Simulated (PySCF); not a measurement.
Quadrupolar nuclei of `CC(=S)C1[SiH2]C[SiH2]1` in NMR

C4H10SSi2.
Structure used (GFN2-xTB), in Å, numbered top down from 1:
```xyz
17
C4H10SSi2 angstrom
C     -2.617   -0.415    0.504
C     -1.131   -0.568    0.535
S     -0.451   -1.820    1.352
C     -0.318    0.395   -0.175
Si     0.903   -0.433   -1.453
C      2.365    0.136   -0.362
Si     1.200    1.055    0.847
H     -3.102   -1.200    1.078
H     -2.902    0.555    0.914
H     -2.972   -0.455   -0.527
H     -0.940    1.178   -0.613
H      0.697   -1.869   -1.586
H      0.795    0.255   -2.741
H      2.903   -0.688    0.099
H      3.106    0.757   -0.859
H      1.257    2.515    0.742
H      1.202    0.615    2.235
```

Computed at PBE0/pcSseg-1 (PySCF, non-relativistic):

```
atom          environment  nucleus  spin I    Q (b)  CQ = χzz (MHz)      η
  S3  thiocarbonyl sulfur      33S     3/2  -0.0678          39.664  0.089
```

At 11.75 T, set νQ = 3|CQ|/[2I(2I − 1)] beside the Larmor frequency (|g| × 7.62259 MHz/T × B; g(33S) = 0.42921), and give PQ = |CQ|√(1 + η²/3).

```json
{"atom": "S3", "PQ (MHz)": "39.72", "νQ (MHz)": "19.83", "ν0 (MHz)": "38.44", "νQ/ν0": "0.516"}
```

For S3: PQ = 39.66 × 1.0013, νQ = 39.66 × 0.5000, ν0 = 3.2717 MHz/T × 11.75 T.

For S3 νQ isn't small against ν0, so the high-field expansions of solid-state NMR fail there at this field.

Quadrupolar 1/T1 and linewidth for τc = 20 ps (extreme narrowing, isotropic tumbling)?

1/T1 = 1/T2 = (3π²/10)(2I + 3)/[I²(2I − 1)] × PQ² × τc; the width is 1/(πT2).

| site | spin factor (2I + 3)/[I²(2I − 1)] | 1/T1 (s⁻¹) | T1 (ms) | linewidth (Hz) |
| --- | --- | --- | --- | --- |
| 33S at S3 | 1.333 | 125000 | 0.00803 | 39600 |

The couplings are those of the rigid, isolated species; surroundings and motion change them. GFN2-xTB bond lengths can be off by several hundredths of an ångström, more for odd bonds, and the gradients follow them. A larger basis could move these couplings by a tenth or more.

One conformer stands for the species.
